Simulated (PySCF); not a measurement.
A structure optimised at PBE-D3(BJ)/def2-SVP, used in a PySCF frequency run:

```
C
C 1 1.3680
O 2 1.3726 1 100.61
H 2 1.1032 1 139.48 3 179.91
C 3 1.4763 2 85.92 4 -179.92
H 5 1.1102 3 109.90 2 -119.12
H 5 1.1103 6 110.49 3 121.41
B 1 1.5525 2 138.42 4 0.04
O 8 1.3764 1 122.75 2 -1.17
H 9 0.9709 8 111.80 1 -0.44
O 8 1.3774 9 114.86 10 179.57
H 11 0.9708 8 111.85 9 179.69
```
Charge 0, spin multiplicity 1.

Question: Write its SMILES and formula.

Answer: OB(O)C1=COC1, C₃H₅BO₃

Question: What are its rotational constants (standard atomic weights)?

Answer: 5.9687, 1.7064, 1.3389 GHz
